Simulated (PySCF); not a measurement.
## Spin–orbit doublets of 2p levels

Compound: (Cl3Si)2S.
Z-matrix (Å and degrees, PBE0-D3(BJ)/def2-SVP geometry), rows numbered from 1:
```
Si
Cl  1  2.0379
Cl  1  2.0393  2  109.04
Cl  1  2.0365  2  109.00  3  -119.39
S   1  2.1317  2  111.59  3   124.59
Si  5  2.1312  1  103.38  2   -81.77
Cl  6  2.0379  5  105.18  1   160.15
Cl  6  2.0375  5  111.94  1   -81.68
Cl  6  2.0402  5  112.43  1    40.82
```

Method: PySCF, delta-SCF UKS SCAN, pcX-2 on the ionised atom, pcseg-1 elsewhere, spin-free X2C. Binding energies are ΔSCF values: E(core-ionised, relaxed orbitals) − E(ground state) at a fixed geometry, referred to the vacuum level. Spin–orbit and ligand-field terms were added within each 2p shell after the spin-free SCF. The splitting includes the ligand field, and 2p3/2 is the mean of two sublevels.

Task: Give the 2p3/2 and 2p1/2 binding energies and the splitting.

Result: 
| atom | environment | 2p3/2 (eV) | 2p1/2 (eV) | splitting (eV) | mean of the shell (eV) |
| --- | --- | --- | --- | --- | --- |
| Si1/Si6 | silicon bonded to 3 Cl and S | 110.04 | 110.67 | 0.63 | 110.25 |
| Cl2 (×6) | chlorine bonded to Si | 206.78 | 208.43 | 1.65 | 207.33 |

Task: What are the 1s binding energies of the same atoms?

Result: Si1/Si6 1850.22 eV; Cl2 (×6) 2829.36 eV.

Task: Which Kα1 and Kα2 emission energies and wavelengths follow?

Result: The photon carries the difference of the 1s-hole and 2p-hole states, both at the ground state's geometry; λ = 12398.42 eV Å/E.

```csv
atom,Kα1 (eV),Kα2 (eV),λ(Kα1) (Å),λ(Kα2) (Å)
Si1/Si6,1740.18,1739.55,7.1248,7.1274
Cl2 (×6),2622.58,2620.93,4.7276,4.7305
```

2p1/2 minus 2p3/2 by element: Si (Z = 14) 0.62 eV, Cl (Z = 17) 1.65 eV.

Task: And the 1s levels of the other atoms?

Result: S5 (sulfur bonded to 2 Si) 2477.74 eV.

Topologically equivalent atoms share the value of their first member; where this conformer doesn't relate them by symmetry, their own values could differ. Not every level is listed. Geometry: PBE0-D3(BJ)/def2-SVP; no solvent, vibrations or thermal averaging.
